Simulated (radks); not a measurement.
Initial-state core-level shifts of neutral europium when its valence configuration changes from [Xe] 4f7 6s2. Calculated with a radial shooting solver on a logarithmic mesh with Libxc functionals: scalar-relativistic Kohn-Sham, PBE, spin-unpolarised, spherical densities, finite nucleus; Fermi nuclear charge, rms radius 5.1115 fm. Shifts are changes of the shell-averaged eigenvalues in eV (positive: less bound); the change of the density at the nucleus, which sets a Mossbauer isomer shift, is in e/bohr^3, on a base of 6.057e+05.

| valence | 1s | 3s | 3p | 4s | density at nucleus |
|---|---|---|---|---|---|
| 4f6 6s2 6p1 | -9.401 | -10.776 | -10.759 | -10.373 | +43.66 |
| 4f7 6s1 6p1 | -1.319 | -1.285 | -1.286 | -1.296 | -20.15 |
| 4f5 5d2 6s2 | -13.427 | -16.541 | -16.500 | -15.400 | +67.96 |
| 4f4 5d2 6s2 6p1 | -25.069 | -30.351 | -30.281 | -28.107 | +123.42 |
| 4f7 6p2 | -2.531 | -2.465 | -2.466 | -2.487 | -43.39 |
| 4f6.5 6s2 6p0.5 | -4.435 | -5.053 | -5.046 | -4.896 | +20.24 |
| 4f3 5d2 6s2 6p2 | -37.941 | -45.719 | -45.614 | -41.948 | +185.97 |
| 4f3.5 5d2 6s2 6p1.5 | -31.367 | -37.858 | -37.772 | -34.906 | +153.89 |
| 4f3.5 5d2.5 6s1.5 6p1.5 | -30.034 | -36.486 | -36.399 | -33.559 | +128.08 |
